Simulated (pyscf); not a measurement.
HO–SiH₂–O–SiH₃ (SMILES O[SiH2]O[SiH3]) → O=SiH₂ (SMILES O=[SiH2]) + HO–SiH₃ (SMILES O[SiH3]) (elimination; singlet surface; H–O, O–Si broken, H–O formed). Optimised with ωB97X-D3(BJ)/def2-SVP in PySCF. Correlated levels are frozen-core, on RHF or UHF. ΔMP2 is the change of the MP2 total energy from the triple- to the quadruple-zeta basis. Energies in kJ/mol from the reactant's lowest minimum found.

| level | barrier | reaction energy |
|---|---|---|
| ωB97X-D3(BJ)/def2-TZVP | 245.4 | +330.9 |
| r²SCAN/def2-TZVP | 234.2 | +317.1 |
| PBE0-D3(BJ)/def2-TZVP | 235.7 | +322.5 |
| ωB97M-D3(BJ)/def2-TZVP | 239.1 | +317.2 |
| MP2/def2-QZVPP | 238.4 | +315.8 |
| CCSD/def2-TZVPP | 253.2 | +322.4 |
| CCSD(T)/def2-TZVPP + ΔMP2(QZVPP) | 243.2 | +317.2 |

On the product side the descent ends in an adduct with a O–Si contact, 92.0 kJ/mol under the separated species and 6.5 kJ/mol under the saddle at ωB97X-D3(BJ)/def2-TZVP. At ωB97X-D3(BJ), r²SCAN, PBE0-D3(BJ), ωB97M-D3(BJ), MP2, CCSD, CCSD(T) the saddle lies under the separated products, which points to a path from their complex (located at ωB97X-D3(BJ) alone), and parting the products costs more than the saddle. What is counted as broken (O–Si) persists as a longer contact in the product adduct; parting that adduct is a step of its own. One saddle was located; it need not be the lowest between these sides. The CCSD(T) − MP2 part came from Ansatz, without density fitting, on the same reference.
